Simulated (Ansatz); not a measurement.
Start from `CCO[SiH2]P` and change one atom or group to get `CCO[SiH2]Cl`.

Ansatz, PBE0-D4/def2-TZVP geometries, multiplicity 1. Each molecule was computed in one conformer, which needn't be the lowest.

```csv
property,`CCO[SiH2]P`
size of the dipole moment (PBE/def2-TZVPP) / D,1.51
HOMO–LUMO gap (PBE0/def2-TZVPP) / eV,8.02
LUMO energy (ωB97M-V/def2-TZVPP) / eV,2.13
HOMO–LUMO gap (B3LYP/def2-TZVPP) / eV,7.58
HOMO–LUMO gap (PBE/def2-TZVPP) / eV,6.02
size of the dipole moment (B3LYP/def2-TZVPP) / D,1.53
```

**Question.** What does the change do to each property? (Best estimate.)

**Answer.** The calculation gave: 
| property | `CCO[SiH2]Cl` | shift |
| --- | --- | --- |
| size of the dipole moment (PBE/def2-TZVPP) / D | 1.62 | 0.11 |
| HOMO–LUMO gap (PBE0/def2-TZVPP) / eV | 9.11 | 1.09 |
| LUMO energy (ωB97M-V/def2-TZVPP) / eV | 2.25 | 0.12 |
| HOMO–LUMO gap (B3LYP/def2-TZVPP) / eV | 8.68 | 1.10 |
| HOMO–LUMO gap (PBE/def2-TZVPP) / eV | 6.71 | 0.69 |
| size of the dipole moment (B3LYP/def2-TZVPP) / D | 1.65 | 0.12 |

With PBE0 the HOMO falls by 0.94 eV and the LUMO rises by 0.15 eV, so the gap widens by about 1.09 eV. PBE moves the HOMO by -0.54 eV and ωB97M-V by -1.19 eV. Dipoles are sizes alone; their direction can turn.

B3LYP here is the variant with VWN-RPA as its local correlation; programs differ in this.
